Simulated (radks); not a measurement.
Values are calculated unless marked as measured or tabulated.
Problem. Level of theory: scalar-relativistic Kohn-Sham, exchange-only LDA, spin-polarised, spherical densities, finite nucleus; Fermi nuclear charge, rms radius of each element as measured or else 0.836 A^(1/3) + 0.57 fm (a radial shooting solver on a logarithmic mesh with Libxc functionals). Response by self-consistent Sternheimer equations with the Hartree and adiabatic exchange-only LDA kernel, the relativistic mass of each level held fixed and spin-orbit coupling left out. Rank P5+, Si4+, S6+, Ar8+, Al3+, Cl7+, Ne, Mg2+ (NIST ground configurations) by static dipole polarisability, largest first.

Solution. Ne 3.267, Mg2+ 0.5229, Al3+ 0.2867, Si4+ 0.1728, P5+ 0.1113, S6+ 0.07531, Cl7+ 0.05294, Ar8+ 0.03838 bohr^3.
